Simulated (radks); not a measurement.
Neutral molybdenum inside a hard spherical wall (all orbitals vanish at R), configuration held at [Kr] 4d5 5s1 and not refilled when levels cross. All-electron calculation, scalar-relativistic Kohn-Sham, LDA (Slater exchange, Perdew-Wang correlation), spin-polarised, spherical densities, point nucleus; open shells are filled with parallel spins first (spin-orbit coupling, left out, can overturn this in heavy ions). Program: a radial shooting solver on a logarithmic mesh with Libxc functionals. Eigenvalues in eV for spin up, with the zero of energy where the potential of the charges vanishes at infinity; a dash marks a level that is unbound or too diffuse for the functional's potential to be trusted. A positive occupied level is held by the wall or, in an anion where self-interaction has pushed it up, behind a barrier. The pressure on the wall is -dE/dV.

| R (bohr) | E (hartree) | kinetic (hartree) | e(4s) | e(4p) | e(5s) | e(4d) | e(5p, empty) | e(6s, empty) | pressure (GPa) |
|---|---|---|---|---|---|---|---|---|---|
| free | -4044.56929 | 4169.102 | -64.910 | -39.183 | -4.833 | -4.670 | -1.413 | -0.019 | 0 |
| 20 | -4044.56929 | 4169.102 | -64.910 | -39.183 | -4.833 | -4.670 | -1.413 | 0.130 | < 0.0001 |
| 12 | -4044.56925 | 4169.103 | -64.906 | -39.179 | -4.829 | -4.666 | -1.379 | 1.013 | 0.000764 |
| 10 | -4044.56887 | 4169.107 | -64.876 | -39.149 | -4.803 | -4.639 | -1.273 | 2.065 | 0.0113 |
| 7 | -4044.55621 | 4169.194 | -64.364 | -38.646 | -4.292 | -4.187 | -0.180 | 7.846 | 0.715 |
| 5 | -4044.43388 | 4169.785 | -61.907 | -36.273 | -1.224 | -2.004 | 4.574 | 24.935 | 15.4 |
| 4 | -4044.09089 | 4171.154 | -57.992 | -32.552 | 5.290 | 1.769 | 13.454 | 51.066 | 92.9 |
| 3.5 | -4043.61651 | 4172.928 | -54.335 | -29.074 | 13.024 | 5.669 | 23.362 | 77.190 | 262 |
| 1.5 | -3998.23262 | 4311.699 | 63.479 | 99.074 | 387.81 | 157.67 | 419.67 | 875.52 | 131000 |
